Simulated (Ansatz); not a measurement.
Relaxation of BClF₂H₄Si (9 atoms, charge 0, multiplicity 1), to a largest force component of 0.03 eV/Å in at most 50 steps.

Level of theory: RKS B3LYP-D4/6-31G* in Ansatz.

```xyz
9
Properties=species:S:1:pos:R:3
B 0.076 -0.496 -0.347
F 0.673 0.213 1.999
Cl 1.287 0.323 -1.349
F -1.121 0.067 -0.268
Si 0.431 -2.253 0.482
H -0.051 -3.371 -0.377
H 1.869 -2.454 0.786
H -0.332 -2.352 1.768
H 0.071 -0.399 2.363
```

Q: Where does it end, and by what steps?

A: The forces met the threshold. After 15 steps the energy has fallen by 0.093 eV; H9 moved furthest, 0.92 Å.

| step | energy less start (eV) | largest force component (eV/Å) | accepted |
| --- | --- | --- | --- |
| 0 | 0.0000 | 0.779 | yes |
| 1 | -0.0331 | 0.556 | yes |
| 2 | -0.0180 | 1.288 | no |
| 3 | -0.0490 | 0.176 | yes |
| 4 | -0.0554 | 0.123 | yes |
| 5 | -0.0656 | 0.067 | yes |
| 6 | -0.0735 | 0.256 | yes |
| 7 | -0.0740 | 0.255 | yes |
| 8 | -0.0398 | 1.922 | no |
| 9 | -0.0803 | 0.084 | yes |
| 10 | -0.0820 | 0.531 | yes |
| 11 | -0.0860 | 0.189 | yes |
| 12 | -0.0907 | 0.090 | yes |
| 13 | -0.0869 | 0.232 | no |
| 14 | -0.0924 | 0.034 | yes |
| 15 | -0.0928 | 0.014 | yes |

```xyz
9
Properties=species:S:1:pos:R:3
B 0.085 -0.557 -0.210
F 0.798 0.211 2.145
Cl 1.130 0.247 -1.389
F -0.994 0.127 0.184
Si 0.433 -2.444 0.441
H 0.140 -3.409 -0.655
H 1.857 -2.594 0.834
H -0.440 -2.769 1.601
H -0.105 0.466 2.106
```

Time of the run: 57 s on 2 threads of Intel(R) Xeon(R) Platinum 8175M CPU @ 2.50GHz (Skylake/Cascade Lake), with other jobs on the host, peak memory 0.2 GiB.
